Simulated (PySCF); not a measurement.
## Correlation energy of Ca (calcium, neutral)

[Ar] 3d1 4s1, high-spin 3D determinant (an excited configuration). All numbers are calculated (PySCF 2.14, scalar relativity by spin-free X2C-1e, in x2c-QZVPPall with one added diffuse shell each of s, p, d, f type (12s8p5d4f, 89 functions)). Frozen: [Ne]; 10 electrons correlated.

```tsv
level	correlation energy (mhartree)
CCSD	-249.92
(T)	-7.37
CCSD(T)	-257.29
```

Diagnostics: T1 = 0.014, D1 = 0.0511, largest double amplitude 0.033.

Is a single reference adequate?

Yes: T1 lies below 0.03 and no double amplitude reaches 0.07.

This basis was not built for core-valence correlation, so the inner-shell part is incomplete.
